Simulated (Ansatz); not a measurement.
Basis-set extrapolation for C2H4BFO, SMILES `C=C(F)BO` (PBE0-D4/def2-TZVP geometry, frozen core, Ansatz). Multiplicity 1, RHF reference.

```csv
,def2-TZVPP,def2-QZVPP
HF,-277.198235,-277.210873
MP2 correlation,-0.900084,-0.970937
CCSD(T) correlation,-0.962121,not run
```

Energies in hartree. Use E(X) = E(∞) + A·exp(−7.88·√X) for Hartree–Fock and E(X) = E(∞) + B·X^(−2.97) for correlation, with X = 3 and 4, and add CCSD(T) minus MP2 of the smaller set to the MP2 limit.

**Question.** What is the CCSD(T) energy at the basis-set limit?

**Answer.** HF limit: -277.210873 + (-0.012638) × 0.13774 = -277.21261. MP2 limit: -0.970937 + (-0.070853) × 0.74074 = -1.02342. Higher-order term: -0.962121 − (-0.900084) = -0.06204. Total: -278.29807 hartree, 3.75 eV below CCSD(T)/def2-TZVPP.
